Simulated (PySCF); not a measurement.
```xyz
3
charge 1 multiplicity 3, angstrom
Cl    0.0000    0.0000    0.0000
Zn    0.0000    0.0000    2.3340
Zn    0.0000    0.0000   -2.3340
```

Computed with PySCF, UPBE0, basis Cl def2-TZVP, Zn def2-TZVP (no relativity, density fitting).

This geometry of [Zn2Cl]+ is a stationary point at this level.

Q: What is the point group?

A: D∞h.

Q: Is it a minimum?

A: No: it has 2 imaginary modes (one degenerate set), at 65i cm⁻¹ (πu).

Q: List the harmonic modes with their infrared intensities.

A: 
```json
{"symmetry": "πu", "ω (cm⁻¹)": "65i", "IR (km/mol, summed over degenerate members)": "–"}
{"symmetry": "σg+", "ω (cm⁻¹)": "162", "IR (km/mol, summed over degenerate members)": "0.0"}
{"symmetry": "σu+", "ω (cm⁻¹)": "299", "IR (km/mol, summed over degenerate members)": "233"}
```

Q: Give the atomic charges and bond orders.

A: 
| atom | Mulliken | Löwdin | polar tensor | spin (Mulliken) | Mayer order to Cl1 |
| --- | --- | --- | --- | --- | --- |
| Cl1 | -0.26 | 0.21 | -0.87 | 0.09 | – |
| Zn2,3 | 0.63 | 0.39 | 0.93 | 0.96 | 0.58 |

In D∞h the vibrations span πu + σg+ + σu+. The σg+ mode carries no infrared intensity, as symmetry demands. With a centre of inversion only u modes can be infrared active and only g modes Raman active.

This need not be the most stable arrangement of these atoms. At this level a triplet minimum of C2v symmetry lies 12 kJ/mol below this structure.
